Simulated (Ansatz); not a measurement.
A nudged elastic band was laid between two geometries of ClH3O3Si + H2O (11 atoms, charge 0, multiplicity 1).

Method: RKS PBE0/def2-SVP in Ansatz 0.2.0.

```json
{
 "movable images": "9",
 "climbing image": "yes",
 "spring": "5.0 eV/Å²",
 "optimiser": "quadratic models (default)",
 "start path": "through a guess of the saddle point",
 "force threshold": "0.05 eV/Å",
 "iteration limit": "60",
 "end points": "relaxed"
}
```

Initial state:

```xyz
11
Properties=species:S:1:pos:R:3
Si 0.258 -0.641 -0.528
Cl 1.251 0.388 -2.009
O 1.037 -0.469 0.894
O -1.270 0.015 -0.488
O 0.093 -2.228 -0.911
H 0.129 2.594 0.714
O -0.195 1.906 1.308
H 0.826 0.405 1.292
H -1.979 -0.639 -0.497
H 0.775 -2.824 -0.586
H -0.924 1.494 0.812
```

Final state:

```xyz
11
Properties=species:S:1:pos:R:3
Si -0.292 -0.526 -0.089
Cl 1.734 2.499 0.943
O 0.985 -0.667 0.921
O -1.789 -0.406 0.578
O -0.300 -1.841 -1.073
H 0.951 2.000 0.004
O -0.094 0.936 -0.886
H 1.361 0.154 1.274
H -2.212 -1.234 0.827
H 0.562 -2.227 -1.252
H -0.905 1.313 -1.247
```

(1) What changes between the two ends?

(2) Give the energies along the band, and the barrier.

(3) What is the geometry of the highest image?

(4) What are the harmonic wavenumbers there?

Results:

(1) Bonds broken: Si1–Cl2, H6–O7. Bonds formed: Si1–O7, Cl2–H6. ClH3O3Si + H2O becomes ClH + H4O4Si.

(2) It converged. The highest image is number 5 of 0 to 10, 17.3 kcal/mol above the first end and 15.8 kcal/mol above the last; the last end lies 1.6 kcal/mol above the first. A vibrational analysis at the climbing image gives one clearly imaginary mode, 107i cm⁻¹: a first-order saddle point. The orbitals stay closed-shell, which can raise the energy where a bond breaks towards radicals; this wasn't checked here.

| image | path coordinate (Å) | energy (kcal/mol) | Si1–Cl2 (Å) | H6–O7 (Å) | Si1–O7 (Å) |
| --- | --- | --- | --- | --- | --- |
| 0 | 0.00 | 0.0 | 2.06 | 0.96 | 3.17 |
| 1 | 1.01 | 0.1 | 2.08 | 0.97 | 3.12 |
| 2 | 2.03 | 3.6 | 2.08 | 0.97 | 2.80 |
| 3 | 3.04 | 12.4 | 2.13 | 0.97 | 2.33 |
| 4 | 4.06 | 16.7 | 2.23 | 0.97 | 2.02 |
| 5 | 5.07 | 17.3 | 2.45 | 0.99 | 1.87 |
| 6 | 6.01 | 9.2 | 3.02 | 1.42 | 1.71 |
| 7 | 6.95 | 3.7 | 3.53 | 1.71 | 1.68 |
| 8 | 7.88 | 3.0 | 3.73 | 1.72 | 1.67 |
| 9 | 8.82 | 2.0 | 3.83 | 1.72 | 1.68 |
| 10 | 9.76 | 1.6 | 3.78 | 1.74 | 1.68 |

(3) 
```xyz
11
Properties=species:S:1:pos:R:3
Si -0.066 -0.323 0.181
Cl 2.051 0.550 -0.681
O 0.688 -0.702 1.587
O -1.691 -0.376 0.572
O -0.100 -1.283 -1.164
H 0.408 1.883 -0.498
O -0.333 1.523 0.043
H 1.641 -0.563 1.523
H -2.118 -1.188 0.285
H 0.752 -1.285 -1.618
H -1.233 1.764 -0.230
```

(4) 107i, 111, 162, 255, 266, 322, 332, 362, 370, 445, 495, 520, 569, 579, 799, 847, 877, 900, 924, 1014, 1041, 1396, 3488, 3831, 3865, 3880, 3941 cm⁻¹.

Time of the run: 5.4 min on 2 threads of Intel(R) Xeon(R) 6975P-C (Granite Rapids) (shared host), peak memory 0.33 GiB.
